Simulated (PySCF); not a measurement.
Structure from 2D NMR

Compound of formula C₆H₁₀O₂Si. Correlations simulated from computed shifts and the bond graph:

HSQC (one-bond C–H):
| δH | δC |
| --- | --- |
| 3.13 | 46.1 |
| 2.02 | 24.2 |
| 1.81 | 16.0 |

HMBC (two and three bonds, from the bond graph):
| δH | δC |
| --- | --- |
| 5.33 | 170.0, 157.9, 128.0, 16.0 |
| 3.13 | 170.0, 157.9, 128.0, 24.2 |
| 2.02 | 157.9, 128.0, 46.1 |
| 1.81 | 157.9, 128.0 |

Carbons without hydrogens: δ 170.0, 157.9, 128.0.

Gas phase, averaged over atoms made equivalent by symmetry, fast rotation or ring inversion, one computed conformer, non-relativistic. Geometry: GFN2-xTB; shielding tensors at PBE0/pcSseg-1 (GIAO); PySCF 2.14.

Chemical shifts δ = σref − σ; $^{1}$H (σ = 31.72 ppm), $^{13}$C (σ = 186.93 ppm) vs TMS, all at this level.

Exchangeable hydrogens are left out of these lists.

Q: Which molecule is this?

A: `CC1=C(C)[SiH2]OC(=O)C1`.

Atom-mapped SMILES (the numbers label the heavy atoms): `[CH3:1][C:2]1=[C:3]([CH3:4])[SiH2:5][O:6][C:7](=[O:8])[CH2:9]1`; H(Xn) means a hydrogen on atom n.

δC 170.0 is C7, a carbonyl carbon. δC 157.9 is C2, a fully substituted alkene carbon. δC 128.0 is C3, a fully substituted alkene carbon. δC 46.1 is C9, an sp3 CH2 α to a carbonyl (δH 3.13). δC 24.2 is C1, an allylic methyl carbon (δH 2.02). δC 16.0 is C4, an allylic methyl carbon (δH 1.81). HMBC from δH 5.33 reaches the proton-free carbons C7, C2, C3. HMBC from δH 3.13 reaches the proton-free carbons C7, C2, C3. HMBC from δH 2.02 reaches the proton-free carbons C2, C3. HMBC from δH 1.81 reaches the proton-free carbons C2, C3.

The shifts were computed for this structure.

Shifts are as computed. Against solution values, carbons near 30 ppm lie about +3 ppm off and those near 130 ppm about +5 ppm. Of 1309 compounds with measured shifts, 239 miss one by over three times the rms of a fit or turn the order of signals round; such compounds aren't used in these exercises.
